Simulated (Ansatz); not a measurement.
Input file for CH₆ClGaSi (`ClC[SiH2][GaH2]`):

```yaml
crystal:
  periodic: [false, false, false]
  atoms:
    - {symbol: Cl, position_ang: [0.438799, 0.730817, 1.736632]}
    - {symbol: C, position_ang: [0.922235, -0.734563, 0.786276]}
    - {symbol: Si, position_ang: [-0.339945, -0.828099, -0.649694]}
    - {symbol: Ga, position_ang: [-0.827306, 1.535156, -0.576073]}
    - {symbol: H, position_ang: [0.925394, -1.568150, 1.486534]}
    - {symbol: H, position_ang: [1.939488, -0.546840, 0.444971]}
    - {symbol: H, position_ang: [0.328238, -1.459843, -1.823698]}
    - {symbol: H, position_ang: [-1.437296, -1.740389, -0.220173]}
    - {symbol: H, position_ang: [-2.205047, 2.078624, -0.057781]}
    - {symbol: H, position_ang: [0.255440, 2.533288, -1.126994]}
basis:
  gaussian: {orbitals: def2-SVP}
correlation: {method: ccsd_t}
```

```sh
$ ansatz run in.yaml --threads 4 --pin off --events-out ev --progress --plain --max-ram 10444MiB
```

Log, shortened:

```
Functional definition: HF
1106 factors; integrals over basis functions are off by at most 1.2e-3 eV
mean field evaluation 1: about -73809.7708 eV, gradient 1.7e1 eV
mean field evaluation 2: about -73809.7743 eV, gradient 1.7e1 eV
mean field evaluation 4: about -73811.0815 eV, gradient 2.9e0 eV
mean field evaluation 8: about -73811.0975 eV, gradient 4.5e-5 eV
mean field -73811.09754096 eV, -2712.5078036713 hartree, gradient 1.6e-6 eV, S^2 0.000000; 0 other end points of the search recorded, 0 dependent functions left out
20 core orbitals not correlated: weight in the atoms' cores, before any rotation towards them, 1.000 or more for the frozen orbitals, at most 0.000 for the correlated occupied ones
reference -73811.09754096 eV, -2712.5078036713 hartree; 17, 17 occupied and 75, 75 virtual orbitals, 1106 factors
second order -16.18529361 eV of doubles, -0.00000000 eV of singles
cycle   1  -16.75293520 eV  change   -5.7e-1 eV  update   1.1e-1
cycle   2  -17.34689469 eV  change   -5.9e-1 eV  update   3.3e-2
cycle   3  -17.44176986 eV  change   -9.5e-2 eV  update   1.5e-2
cycle   4  -17.43815248 eV  change    3.6e-3 eV  update   3.5e-3
cycle   5  -17.43752911 eV  change    6.2e-4 eV  update   1.1e-3
cycle   6  -17.43740199 eV  change    1.3e-4 eV  update   3.4e-4
cycle   7  -17.43727411 eV  change    1.3e-4 eV  update   1.1e-4
cycle   8  -17.43727969 eV  change   -5.6e-6 eV  update   3.9e-5
perturbative correction -0.52479499 eV, -0.0192858600 hartree
Total energy: -73829.05961563 eV, -2713.1678977403 hartree
```

It took 2.6 s on 4 threads of an Intel Xeon 6975P-C on a shared host, with 0.51 GiB of host memory at the peak.

The correlation energy is -17.962 eV, 2.9 % of it from (T); the T1 diagnostic reads 0.0113.
